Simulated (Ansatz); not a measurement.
One change: `CN([SiH2]F)[SiH](O)O` becomes `C[N]([GeH3])[SiH2]F`.

Ansatz, PBE0-D4/def2-TZVP geometries, multiplicity 1. Each molecule was computed in one conformer, which needn't be the lowest.

Scalar relativity is left out up to krypton.

```tsv
property	`CN([SiH2]F)[SiH](O)O`
HOMO–LUMO gap (PBE0/def2-TZVPP) / eV	8.03
size of the dipole moment (B3LYP/def2-TZVPP) / D	1.72
LUMO energy (B3LYP/def2-TZVPP) / eV	0.15
LUMO energy (PBE0/def2-TZVPP) / eV	0.40
HOMO energy (B3LYP/def2-TZVPP) / eV	-7.39
HOMO–LUMO gap (B3LYP/def2-TZVPP) / eV	7.54
```

Question: What does the change do to each property? (Best estimate.)

Answer: Ansatz gave: 
```
                                        property  `C[N]([GeH3])[SiH2]F`  shift
            HOMO–LUMO gap (PBE0/def2-TZVPP) / eV                   7.59  -0.44
size of the dipole moment (B3LYP/def2-TZVPP) / D                   1.95   0.23
             LUMO energy (B3LYP/def2-TZVPP) / eV                   0.03  -0.12
              LUMO energy (PBE0/def2-TZVPP) / eV                   0.25  -0.15
             HOMO energy (B3LYP/def2-TZVPP) / eV                  -7.11   0.28
           HOMO–LUMO gap (B3LYP/def2-TZVPP) / eV                   7.14  -0.40
```

With PBE0 the HOMO rises by 0.28 eV and the LUMO falls by 0.15 eV, so the gap narrows by about 0.43 eV. PBE moves the HOMO by 0.23 eV and ωB97M-V by 0.31 eV. Dipoles are sizes alone; their direction can turn.

B3LYP here is the variant with VWN-RPA as its local correlation; programs differ in this.
